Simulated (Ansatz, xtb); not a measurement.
**CH4ClGe−: where a starting geometry ends**

The starting geometry of this gas-phase singlet has its atoms placed at random.

```yaml
atoms:
  - { symbol: C, position_ang: [0.3840, -1.5775, -0.1594] }
  - { symbol: Cl, position_ang: [1.9145, -0.5153, 1.1206] }
  - { symbol: Ge, position_ang: [-0.4595, 0.2593, -0.7962] }
  - { symbol: H, position_ang: [0.7059, -0.5392, -0.7009] }
  - { symbol: H, position_ang: [-1.5303, -0.5385, -0.0610] }
  - { symbol: H, position_ang: [0.1699, 0.8285, -2.1120] }
  - { symbol: H, position_ang: [2.0591, 0.4436, -0.0912] }
```

Question: One run relaxed it with r2SCAN-D4/def2-SVPD. What is a likely outcome?

Answer: It loosens into CH4Ge + Cl, which stay close as a complex (formulas without charges). Distances that change by over a tenth: C1–Ge3 (2.12 → 1.80 Å). Contacts that open: Cl2–H7 (1.55 → 5.14 Å), Ge3–H4 (1.42 → 2.55 Å). Contacts that close: C1–H7 (2.63 → 1.09 Å).

The energy falls by 9.78 eV over 53 steps:

```tsv
step	E − E(last) (eV)
1	9.781
7	3.659
13	1.489
18	0.296
24	0.198
30	0.191
36	0.185
41	0.151
47	0.039
53	0.000
```

Final geometry (Å):

```xyz
7

C     1.2466   -0.9866   -1.4014
Cl   -0.0900    1.2691    2.8859
Ge    0.0065   -0.0511   -0.5010
H     1.0997   -1.3074   -2.4379
H     0.0249    0.5026    0.9862
H    -1.2451    0.2045   -1.3845
H     2.2010   -1.2703   -0.9474
```

From the same start GFN2-xTB ends elsewhere, at `Cl[CH2][GeH2-]`.

From so rough a start the end depends on the optimiser's path, so another program may land elsewhere. The end wasn't checked by frequencies. Run with Ansatz 0.2.0, 2.3 min on 2 threads of Intel(R) Xeon(R) Platinum 8259CL CPU @ 2.50GHz (Skylake/Cascade Lake) (shared host).
